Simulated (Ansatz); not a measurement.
Ansatz (an electronic-structure program) input for HgCl, SMILES [Cl][Hg+], charge +1, PBE/def2-TZVPD. The structure is a stationary point at B3LYP-D3(BJ)/def2-TZVPD. The spin state was assumed, not searched. The def2 effective core potentials stand for the cores of Hg; spin–orbit coupling is left out.

Ansatz 0.2 input:
```yaml
crystal:
  periodic: [false, false, false]
  atoms:
    - {symbol: Hg, position_ang: [0.00000000, 0.00000000, -0.39801836]}
    - {symbol: Cl, position_ang: [0.00000000, 0.00000000, 1.87302755]}
basis:
  gaussian:
    orbitals: def2-TZVPD
hamiltonian:
  xc: {name: PBE}
total_charge: 1
```

It prints:

```
WARN ansatz: RAYON_NUM_THREADS=1 ignored (pool sized by the plan → 1); use --threads N
Functional definition: PBE
integrals: 0.02 GiB planned
670 factors; their error is unknown
mean field: 0.20 GiB planned
mean field evaluation 1: about -16672.6213 eV, gradient 7.1e1 eV
mean field evaluation 2: about -16486.7400 eV, gradient 2.0e2 eV
mean field evaluation 4: about -16686.0703 eV, gradient 1.2e1 eV
mean field evaluation 8: about -16686.3951 eV, gradient 6.5e-2 eV
mean field evaluation 16: about -16672.4719 eV, gradient 4.3e1 eV
mean field evaluation 32: about -16678.5662 eV, gradient 1.7e1 eV
mean field -16686.38886476 eV, -613.2134803392 hartree, gradient 4.1e-5 eV, S^2 0.000000; 3 other end points of the search recorded, 0 dependent functions left out
reference -16686.38891363 eV, -613.2134821351 hartree; 18, 18 occupied and 74, 74 virtual orbitals, 670 factors
Total energy: -16686.38891363 eV, -613.2134821351 hartree
```

The calculation finished and met its thresholds.

Cost: about 2.1 core-seconds (a rough figure).
